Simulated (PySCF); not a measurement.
# Polarisability and C₆ of Te (tellurium, neutral)

[Kr] 4d10 5s2 5p3 6s1, high-spin 5S determinant (an excited configuration). All numbers are calculated (PySCF 2.14, the spin-free X2C one-electron Hamiltonian (Gaussian nucleus), in x2c-QZVPPall with one added diffuse shell each of s, p, d, f type (14s10p8d5f1g, 128 functions)). Coupled (time-dependent) response in atomic units; α is the mean over directions.

```csv
method,mean α (bohr³),C₆ (like pair),S(−4)
UHF,677.9,14470,422300
PBE,563.6,11210,285000
```

S(−4) is the Cauchy moment in α(ω) = α(0) + S(−4) ω² + …

α(iu) at UHF:

| u (hartree) | α(iu) (bohr³) |
| --- | --- |
| 0 | 677.9 |
| 0.0500 | 273.0 |
| 0.100 | 108.9 |
| 0.200 | 42.81 |
| 0.300 | 26.59 |
| 0.500 | 14.69 |
| 0.750 | 8.758 |
| 1.00 | 5.928 |
| 1.50 | 3.392 |
| 2.00 | 2.290 |
| 3.00 | 1.310 |
| 5.00 | 0.6177 |

The outer electron is Rydberg-like, and this basis confines it to a smaller radius and binds it less than a complete one would.
